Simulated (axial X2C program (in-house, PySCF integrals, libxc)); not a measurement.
# Potential curves of W₂, with spin–orbit coupling

All values were computed with an in-house all-electron X2C program for linear molecules (integrals from PySCF). Two-component (2c) means X2C with spin–orbit coupling and atomic mean-field two-electron Coulomb and Gaunt terms. Basis: W dyall-cv3z [13s14p9d7f4g] (cores contracted in-house); Gaussian nuclei, density fitting, unrestricted open shells. Masses: W 183.951 u.

State: Ω = 5 (⟨Sz⟩ = 4.95, ⟨Lz⟩ = 0.05 at HF). Energies in eV from the lowest point of each curve. Fits are polynomials in 1 − R0/R over 0.85 to 1.23 times the lowest point R0.

```json
{"R (Å)": "2.4508", "HF": "1.3104"}
{"R (Å)": "2.5635", "HF": "0.6973"}
{"R (Å)": "2.6480", "HF": "0.3923"}
{"R (Å)": "2.7325", "HF": "0.1896"}
{"R (Å)": "2.8170", "HF": "0.0671"}
{"R (Å)": "2.9156", "HF": "0.0020"}
{"R (Å)": "3.0142", "HF": "0.0000"}
{"R (Å)": "3.1410", "HF": "0.0635"}
{"R (Å)": "3.2959", "HF": "0.2080"}
{"R (Å)": "3.5213", "HF": "0.4902"}
```

The state is one determinant with fixed occupations, lowest in a PBE0 search at one distance only: followed along the bond, the 2c determinant Ω = 4 reaches 0.12 eV lower at PBE0, so the state shown is not the lowest. With several unpaired electrons one determinant need not be a pure state. Open-shell Ω = 0 determinants with evenly filled partner blocks cannot be reached by this program, so the Ω shown need not be the lowest component.

Problem. Fit the HF curve near its minimum: give the equilibrium distance and the harmonic wavenumber.

Solution. At HF, 2c: Re = 2.967 Å, ωe ≈ 127 cm⁻¹; Be follows as 0.0208 cm⁻¹.
